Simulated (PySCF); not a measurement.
**Be²⁺: ionisation energy**

Be²⁺ 1s2 (1S) → Be³⁺ 1s1 (2S), as a difference of total energies. All numbers are calculated (PySCF 2.14, no relativity, point nucleus, in cc-pVDZ (3s2p1d, 14 functions)). Correlated levels: valence: nothing frozen. The calculations carry no spin-orbit coupling.

```tsv
method	ionisation energy (eV)	difference from reference (eV)
UHF	153.97	+0.07
LDA	152.85	-1.05
PBE0	154.72	+0.82
MP2 (valence)	153.98	+0.08
SCS-MP2 (valence)	153.98	+0.08
CCSD (valence)	153.98	+0.08
```

Reference: 153.90 eV (theoretical estimate listed by NIST; NIST Atomic Spectra Database, ionization energies).

Errors of the correlated levels include the incompleteness of this basis.

With two correlated electrons CCSD is exact in that space.
